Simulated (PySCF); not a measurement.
A structure optimised at r2SCAN-D4/def2-SVP, used in a PySCF frequency run:

```
Si
F 1 1.6186
Cl 1 2.0573 2 107.14
Cl 1 2.0573 2 107.14 3 117.06
Si 1 2.3281 2 111.31 4 121.47
H 5 1.4916 1 107.67 2 -180.00
H 5 1.4917 6 110.14 1 -119.05
H 5 1.4917 6 110.14 7 -121.90
```
Charge 0, spin multiplicity 1.

Q: Write its SMILES, formula and point group.

A: F[Si]([SiH3])(Cl)Cl, Cl₂FH₃Si₂, Cs

Q: What are its rotational constants (standard atomic weights)?

A: 1.7303, 1.5832, 1.1703 GHz
